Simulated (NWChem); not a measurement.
**F₂Zn in NWChem**

```xyz
3

Zn     0.0000     0.0000     0.0000
F      0.0000     0.0000     1.7300
F      0.0000     0.0000    -1.7300
```
Charge 0, spin multiplicity 1.

Program: NWChem. All single points use one geometry, from PBE0/def2-SVP, a minimum by its harmonic frequencies.

Symmetry labels belong to the abelian group D2h used in the runs, with the axes of the coordinates shown; states degenerate in a higher group split over its labels.

The structure started from a generated list of species.

List the lowest 6 singlet excitations that TDA-BHandHLYP/def2-SVPD gives, with oscillator strengths.


```
state  symmetry  energy (eV)  wavelength (nm)      f
-----  --------  -----------  ---------------  -----
1           b2g         7.55              164  0.000
2           b3g         7.55              164  0.000
3           b3u         8.33              149  0.061
4           b2u         8.33              149  0.061
5            ag         8.94              139  0.000
6           b1u         9.15              136  0.128
```
